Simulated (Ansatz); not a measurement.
Molecule: sum formula HSiO2, net charge 1, singlet state. It need not be the lowest isomer of its formula. 
Structure (B3LYP-D3(BJ)/def2-TZVP (Ansatz, a program for electronic structure) minimum search):
```
Si
O 1 1.4940
O 1 1.5373 2 174.81
H 3 0.9721 1 141.10 2 -180.00
```
Charge +1, spin multiplicity 1.

Property: vertical electron affinity (to the doublet state of charge +0; a negative value means that the extra electron is unbound and the number depends on the basis; each state is the SCF solution reached for its spin), in eV. Correlated levels leave the core frozen unless marked. Open shells are spin-unrestricted. No spin-orbit coupling. No relativistic terms. CBS marks a two-point X^-3 extrapolation of the correlation energy; Hartree-Fock from the larger set. [CCSD(T)-MP2]/basis is that difference in the basis named.

```json
[
 {"level": "HF/aug-cc-pV(D+d)Z", "program": "Ansatz", "vertical electron affinity (eV)": "7.52", "minus last row": "-0.50"},
 {"level": "HF/aug-cc-pV(T+d)Z", "program": "Ansatz", "vertical electron affinity (eV)": "7.51", "minus last row": "-0.51"},
 {"level": "HF/aug-cc-pV(Q+d)Z", "program": "Ansatz", "vertical electron affinity (eV)": "7.51", "minus last row": "-0.51"},
 {"level": "SVWN5/def2-TZVPD", "program": "Ansatz", "vertical electron affinity (eV)": "8.30", "minus last row": "0.28"},
 {"level": "PBE/def2-TZVPD", "program": "Ansatz", "vertical electron affinity (eV)": "8.17", "minus last row": "0.15"},
 {"level": "r2SCAN/def2-TZVPD", "program": "Ansatz", "vertical electron affinity (eV)": "8.21", "minus last row": "0.19"},
 {"level": "B3LYP/def2-TZVPD", "program": "Ansatz", "vertical electron affinity (eV)": "8.25", "minus last row": "0.23"},
 {"level": "PBE0/def2-TZVPD", "program": "Ansatz", "vertical electron affinity (eV)": "8.21", "minus last row": "0.19"},
 {"level": "BHLYP/def2-TZVPD", "program": "Ansatz", "vertical electron affinity (eV)": "8.14", "minus last row": "0.12"},
 {"level": "CAM-B3LYP/def2-TZVPD", "program": "Ansatz", "vertical electron affinity (eV)": "8.27", "minus last row": "0.25"},
 {"level": "wB97M-V/def2-TZVPD", "program": "Ansatz", "vertical electron affinity (eV)": "8.11", "minus last row": "0.09"},
 {"level": "wB97X/def2-TZVPD", "program": "Ansatz", "vertical electron affinity (eV)": "8.08", "minus last row": "0.06"},
 {"level": "B2PLYP/def2-TZVPD", "program": "Ansatz", "vertical electron affinity (eV)": "8.02", "minus last row": "0.00"},
 {"level": "MP2/aug-cc-pV(D+d)Z", "program": "Ansatz", "vertical electron affinity (eV)": "7.74", "minus last row": "-0.28"},
 {"level": "RI-MP2/aug-cc-pV(T+d)Z", "program": "Ansatz", "vertical electron affinity (eV)": "7.83", "minus last row": "-0.19"},
 {"level": "RI-MP2/aug-cc-pV(Q+d)Z", "program": "Ansatz", "vertical electron affinity (eV)": "7.86", "minus last row": "-0.16"},
 {"level": "RI-MP2/CBS(aug-cc-pV(T+d)Z,aug-cc-pV(Q+d)Z)", "program": "Ansatz", "vertical electron affinity (eV)": "7.88", "minus last row": "-0.14"},
 {"level": "CCSD/aug-cc-pV(T+d)Z", "program": "Ansatz", "vertical electron affinity (eV)": "7.94", "minus last row": "-0.08"},
 {"level": "CCSD(T)/aug-cc-pV(T+d)Z", "program": "Ansatz", "vertical electron affinity (eV)": "7.97", "minus last row": "-0.05"},
 {"level": "RI-MP2/CBS(aug-cc-pV(T+d)Z,aug-cc-pV(Q+d)Z)+[CCSD(T)-MP2]/aug-cc-pV(D+d)Z", "program": "Ansatz", "vertical electron affinity (eV)": "8.01", "minus last row": "-0.01"},
 {"level": "RI-MP2/CBS(aug-cc-pV(T+d)Z,aug-cc-pV(Q+d)Z)+[CCSD(T)-MP2]/aug-cc-pV(T+d)Z", "program": "Ansatz", "vertical electron affinity (eV)": "8.02", "minus last row": "0.00"}
]
```
